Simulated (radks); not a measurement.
The numbers below are computed, except where a source is named.
Pd+, configuration [Kr] 4d9.

Level of theory: scalar-relativistic Kohn-Sham, OLYP, spin-polarised, spherical densities, point nucleus; open shells are filled with parallel spins first (spin-orbit coupling, left out, can overturn this in heavy ions) (a radial shooting solver on a logarithmic mesh with Libxc functionals).

Energy parts (eV):
total: -137352.343
kinetic: 142471.937
electron-nucleus: -331412.206
Hartree: 55554.034
exchange-correlation: -3966.109

Orbitals (lengths in bohr, moments of r in powers of bohr; <r^-3> diverges for s and p1/2; r(max) is where P^2 peaks):
| orbital | occ. | eigenvalue (eV) | r(max) | <1/r> | <r^-3> |
|---|---|---|---|---|---|
| 1s up | 1 | -24175.10 | 0.02066 | 48.23 | - |
| 1s down | 1 | -24175.09 | 0.02066 | 48.23 | - |
| 2s up | 1 | -3542.494 | 0.1168 | 10.94 | - |
| 2s down | 1 | -3542.320 | 0.1168 | 10.94 | - |
| 2p up | 3 | -3177.706 | 0.09340 | 10.58 | 3503 |
| 2p down | 3 | -3177.574 | 0.09340 | 10.58 | 3504 |
| 3s up | 1 | -648.3629 | 0.3418 | 3.830 | - |
| 3s down | 1 | -648.2733 | 0.3418 | 3.830 | - |
| 3p up | 3 | -528.4380 | 0.3349 | 3.648 | 619.2 |
| 3p down | 3 | -528.3327 | 0.3349 | 3.648 | 619.2 |
| 3d up | 5 | -338.2028 | 0.2819 | 3.424 | 84.43 |
| 3d down | 5 | -338.0372 | 0.2820 | 3.424 | 84.43 |
| 4s up | 1 | -97.0301 | 0.8509 | 1.455 | - |
| 4s down | 1 | -96.3100 | 0.8506 | 1.456 | - |
| 4p up | 3 | -62.8408 | 0.9095 | 1.302 | 99.05 |
| 4p down | 3 | -62.0990 | 0.9091 | 1.303 | 99.19 |
| 4d up | 5 | -14.8776 | 1.087 | 0.9373 | 7.548 |
| 4d down | 4 | -14.1628 | 1.087 | 0.9327 | 7.490 |

The highest occupied level is 4d down at -14.163 eV. For comparison, the ionisation energy in NIST's Atomic Spectra Database is 19.4 eV (semi-empirical). In exact Kohn-Sham theory the highest level is minus the ionisation energy, but local and semilocal functionals leave it too shallow, through self-interaction and a potential that decays too fast; potentials with the right tail come closer. Spin moment in Bohr magnetons: 1.
